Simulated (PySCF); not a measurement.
## How methods differ on the excitation energy of Sb

Sb [Kr] 4d10 5s2 5p3 (4S) → Sb [Kr] 4d10 5s1 5p3 6s1 (6S), as a difference of total energies. Computed with PySCF 2.14 in aug-cc-pVDZ-PP with ECP28MDF, with a scalar-relativistic core potential. Correlated levels: valence: 4s2 4p6 4d10 frozen. The calculations carry no spin-orbit coupling.

```json
{"method": "UHF", "excitation energy (cm⁻¹)": "79201"}
{"method": "MP2 (valence)", "excitation energy (cm⁻¹)": "85402"}
{"method": "SCS-MP2 (valence)", "excitation energy (cm⁻¹)": "87824"}
{"method": "CCSD (valence)", "excitation energy (cm⁻¹)": "86813"}
{"method": "CCSD(T) (valence)", "excitation energy (cm⁻¹)": "86967"}
{"method": "CCSDT (valence)", "excitation energy (cm⁻¹)": "87003"}
```

The upper state lies above the first ionisation limit, but in LS coupling its spin forbids autoionisation to the ground ion; at this Z spin-orbit coupling breaks that rule. A Rydberg-like electron needs more diffuse functions than a valence basis has.

The promoted electron is Rydberg-like, and one or two diffuse shells describe it only roughly, which tends to raise the upper state.
